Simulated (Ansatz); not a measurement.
# Scan of the H4–C1–H5 angle

C₂H₆Zn (SMILES [CH3][Zn][CH3]), singlet, at its PBE0-D4/def2-TZVP minimum:

```csv
atom,x (Å),y (Å),z (Å)
C1,-0.9343,1.3005,-1.0870
Zn2,0.0101,-0.0050,-0.0020
C3,0.9540,-1.3108,1.0832
H4,-1.8069,0.8536,-1.5710
H5,-0.2877,1.7032,-1.8714
H6,-1.2834,2.1397,-0.4793
H7,0.4673,-2.2887,1.0355
H8,1.9855,-1.4349,0.7426
H9,0.9839,-1.0040,2.1322
```

The angle H4–C1–H5 (107.8° at the minimum) is set to the values below, H4, with anything bonded beyond it, turning rigidly in the plane of the angle. Each method's energies count from its own value at the PBE0-D4 minimum structure. Program: Ansatz 0.2.0. Basis: def2-TZVPP. Cores are frozen in the correlated methods. Filled d shells of the heavier atoms are correlated.

CCSD(T) energies along the scan:
```tsv
angle (°)	CCSD(T) (kJ/mol)
83.8	39.1
89.8	21.8
95.8	9.5
101.8	2.3
107.8	0.0
113.8	2.6
119.8	10.1
125.8	22.3
131.8	39.3
```
They count from the CCSD(T) energy at the PBE0-D4 minimum.

Minimum and curvature along this coordinate at CCSD(T): A fifth-order fit through the nearest points gives 107.6°, with a curvature of about 1.4 meV/deg².

Largest difference from the CCSD(T) curve over the scan: PBE-D4 2.9; r2SCAN-D4 1.1; wB97M-V 0.6; MP2 0.4 kJ/mol. Each curve counts from its own value at the minimum.

The T1 diagnostic stays at or below 0.014. This choice of frozen cores biases the correlated bond energies of the heavy atoms.

For scale, one of the runs: CCSD(T)/def2-TZVPP, 210 basis functions (an equivalent command: `ansatz run in.yaml --threads 8`). Hardware: 8 CPU threads, shared host. Wall time 21 s; peak host memory 3.6 GiB.
